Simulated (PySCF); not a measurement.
Telling isomers of C9H9F apart by NMR

How the numbers were obtained: structure optimised with GFN2-xTB, PBE0/pcSseg-1 with gauge-including orbitals, in PySCF 2.14 (in vacuum, a single conformation, no relativistic terms, averaged over atoms made equivalent by symmetry, fast rotation or ring inversion).

Referencing at the same level of theory: TMS for 1H and 13C. Splittings of carbon signals by F and P are missing where no couplings were computed. Where no couplings were computed, multiplicities follow the n + 1 count of equivalent neighbours, and m marks all less simple cases (inequivalent or close neighbours, rings, F or P nearby). Shifts are as computed. Against solution values, carbons near 30 ppm lie about +3 ppm off and those near 130 ppm about +5 ppm. Of 1309 compounds with measured shifts, 239 miss one by over three times the rms of a fit or turn the order of signals round; such compounds aren't used in these exercises.

(1) Tabulate the signals of `C=C(F)C(=C)C#CC1CC1`, `CC#CC1=CC=C[C@]1(C)F`, `C=CC(F)(C#CC)C#CC` and their relative energies.

(2) What is the quickest way to tell CC#CC1=CC=C[C@]1(C)F from C=CC(F)(C#CC)C#CC?

(3) What is the quickest way to tell C=C(F)C(=C)C#CC1CC1 from CC#CC1=CC=C[C@]1(C)F?

(4) What is the quickest way to tell C=C(F)C(=C)C#CC1CC1 from C=CC(F)(C#CC)C#CC?

Answers

(1) 
| SMILES | carbon types | δC | δH | E rel. (kcal/mol) |
| --- | --- | --- | --- | --- |
| C=C(F)C(=C)C#CC1CC1 | 4×C 1×CH 4×CH2 | 173.0, 129.9, 129.2, 107.2, 100.3, 78.9, 12.2, 3.1 | 6.12 (m, 1H), 5.92 (m, 1H), 5.11 (m, 1H), 5.07 (m, 1H), 1.48 (m, 1H), 0.89 (m, 2H), 0.73 (m, 2H) | 24.6 |
| CC#CC1=CC=C[C@]1(C)F | 4×C 3×CH 2×CH3 | 148.4, 144.0, 142.6, 139.2, 109.6, 105.9, 81.6, 24.1, 6.5 | 6.47 (m, 1H), 6.44 (m, 1H), 6.41 (m, 1H), 2.37 (s, 3H), 1.53 (m, 3H) | 0.0 |
| C=CC(F)(C#CC)C#CC | 5×C 1×CH 1×CH2 2×CH3 | 146.1, 118.7, 91.8, 82.6, 82.3, 4.7 | 5.93 (m, 1H), 5.80 (m, 1H), 5.46 (m, 1H), 2.07 (s, 6H) | 45.0 |

Energies are electronic energies at PBE0/pcSseg-1 on these geometries, without zero-point or thermal terms, each for the one conformer computed, which needn't be the lowest.

(2) Count the carbon signals: 9 against 6. The first has a fully substituted alkene carbon (C) at 144.0 ppm, the second a terminal =CH2 carbon at 118.7 ppm. Their most deshielded carbons lie at 148.4 and 146.1 ppm. In the proton spectra the most deshielded non-exchanging signals are 6.47 (m, 1H) and 5.93 (m, 1H).

(3) Count the carbon signals: 8 against 9. The first has a terminal =CH2 carbon at 129.2 ppm, the second an alkene CH at 148.4 ppm. Their most deshielded carbons lie at 173.0 and 148.4 ppm.

(4) Count the carbon signals: 8 against 6. The first has a fully substituted alkene carbon (C) at 173.0 ppm, the second an alkene CH at 146.1 ppm.
